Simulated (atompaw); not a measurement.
# Building the PAW (atompaw) potential for carbon (C) (PBEsol, non-relativistic).

* Element: C
* Generator: atompaw 4.2.0.5
* Type: PAW
* Functional: PBEsol
* Relativity: non-relativistic
* Frozen core: [He]
* Valence charge: 4
* Reference configuration: 2s2 2p2
* Partial waves: 2s (bound): rc 2.25 bohr; 2s channel at 1.2 Ry: rc 2.25 bohr; 2p (bound): rc 2.25 bohr; 2p channel at -0.05 Ry: rc 2.25 bohr; 3d channel at -0.05 Ry: rc 2.25 bohr; 3d channel at 1.45 Ry: rc 2.25 bohr
* Local potential: bessel scheme, radius 2.10 bohr
* Core correction: smooth core density matched at 2.25 bohr
* Augmentation charge: sinc compensation charge, radius 1.85 bohr; PAW radius 2.25 bohr; waves and projectors: custom rrkj gramschmidtortho

What the tests gave:

```json
{
  "Cutoffs needed": "12 Ry and 15 Ry (the cutoffs (Ry, on a coarse ladder) from which the occupation-weighted sum of valence levels, in a spherical-Bessel basis at the reference potential, stays within 10 and 1 mRy of its value at 400 Ry)",
  "Ghost test": "no extra level below or beside the all-electron valence levels (s, p, d, f tested) (spherical-Bessel basis up to 400 Ry, 20 bohr box)",
  "Lowest eigenvalue of the overlap operator": "0.29 (s channel)",
  "Overlap eigenvalues printed by atompaw (projector basis)": "0.233, 0.345, 0.643, 1.52, 7.33, 22.6",
  "Share of each valence orbital outside the PAW sphere": "2s 16 %, 2p 26 %"
}
```

Generation and tests took about 0.34 s on one core of a shared server CPU.
